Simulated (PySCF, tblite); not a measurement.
Isomers of C8H11FO. Calculated harmonic vibrations of the isolated species, GFN2-xTB (tblite), most abundant isotopes, no scaling. The method is semi-empirical: single wavenumbers can be off by several per cent or more. One conformer each.

Electronic energies: PBE0/pcSseg-1 single points on the GFN2-xTB geometries (PySCF, gas phase).

```csv
SMILES,"electronic energy, lowest = 0 (kcal/mol)"
C=C[C@@]1(C(=O)F)CC[C@H]1C,3.6
C=C[C@@H]1C[C@]1(CC)C(=O)F,0.0
C=C[C@@H]1[C@@H](C(=O)F)C[C@@H]1C,1.2
```

Task: How do GFN2-xTB zero-point energies change the relative energies?

Result: 
| SMILES | ZPE (kcal/mol) | of it from modes above 1550 cm⁻¹ | electronic (kcal/mol) | with ZPE, lowest = 0 (kcal/mol) | lowest mode (cm⁻¹) | rings |
| --- | --- | --- | --- | --- | --- | --- |
| C=C[C@@H]1C[C@]1(CC)C(=O)F | 106.6 | 53.2 | 0.0 | 0.0 | 58 | 1 |
| C=C[C@@H]1[C@@H](C(=O)F)C[C@@H]1C | 107.2 | 52.8 | 1.2 | 1.8 | 28 | 1 |
| C=C[C@@]1(C(=O)F)CC[C@H]1C | 107.0 | 52.9 | 3.6 | 4.1 | 44 | 1 |

The zero-point energies span 0.6 kcal/mol, from `C=C[C@@H]1C[C@]1(CC)C(=O)F` to `C=C[C@@H]1[C@@H](C(=O)F)C[C@@H]1C`. The order is unchanged.

Task: And how do the electronic energies of GFN2-xTB itself compare?

Result: `C=C[C@@H]1C[C@]1(CC)C(=O)F` 3.9; `C=C[C@@H]1[C@@H](C(=O)F)C[C@@H]1C` 0.0; `C=C[C@@]1(C(=O)F)CC[C@H]1C` 0.4 kcal/mol, lowest = 0. Against the energies above, taken from the same isomer `C=C[C@@H]1C[C@]1(CC)C(=O)F`, the largest difference is 7.1 kcal/mol.

Task: What do entropy and thermal enthalpy add at 298.15 K and 1 bar (rigid rotor, harmonic oscillator, one conformer each)?

Result: 
| SMILES | point group | symmetry number | S (cal/(mol K)) | H − H(0) (kcal/mol) | ZPE + H − H(0) − TS (kcal/mol) |
| --- | --- | --- | --- | --- | --- |
| C=C[C@@H]1C[C@]1(CC)C(=O)F | C1 | 1 | 102.4 | 7.41 | 83.5 |
| C=C[C@@H]1[C@@H](C(=O)F)C[C@@H]1C | C1 | 1 | 103.9 | 7.22 | 83.4 |
| C=C[C@@]1(C(=O)F)CC[C@H]1C | C1 | 1 | 102.0 | 7.26 | 83.9 |
